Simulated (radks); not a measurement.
The numbers below are computed, except where a source is named.
Tb13+, configuration [Kr] 4d10 4f4 5s2. Code: a radial shooting solver on a logarithmic mesh with Libxc functionals. Model: non-relativistic Kohn-Sham, TPSS, spin-polarised, spherical densities, point nucleus; open shells are filled with parallel spins first (spin-orbit coupling, left out, can overturn this in heavy ions); meta-GGA in the generalised Kohn-Sham scheme; relativity is left out, which matters for an element this heavy. Some entries of the table are withheld. Estimate them.

orbital,occ.,eigenvalue (eV),<r^2> (bohr^2),<r> (bohr)
1s down,1,-48931.26,0.0007274,0.02333
1s up,1,-48931.25,0.0007274,0.02333
2s up,1,-8041.188,0.01155,0.09923
2s down,1,-8041.156,0.01155,0.09923
2p up,3,-7666.175,0.008590,0.08416
2p down,3,-7666.158,0.008590,0.08416
3s up,1,-1989.936,0.07437,0.2555
3s down,1,-1987.540,0.07425,0.2553
3p up,3,-1822.526,0.06960,0.2454
3p down,3,-1820.266,0.06947,0.2452
3d up,5,-1511.632,0.05552,0.2176
3d down,5,-1509.864,0.05538,0.2174
4s up,1,-595.8485,0.3599,0.5657
4s down,1,-591.1920,0.3605,0.5662
4p up,3,-529.0189,0.3751,0.5755
4p down,3,-524.3064,0.3759,0.5762
4d up,5,-409.5475,(1),0.5957
4d down,5,-404.7376,(2),0.5970
4f up,4,-260.0699,0.4772,0.6359
4f down,0,-255.1022,0.4848,0.6404
5s up,1,-248.7957,1.474,1.152
5s down,1,-246.5054,1.492,1.159

Answer. 
(1) 4d up <r^2> (bohr^2): 0.4079
(2) 4d down <r^2> (bohr^2): 0.4097
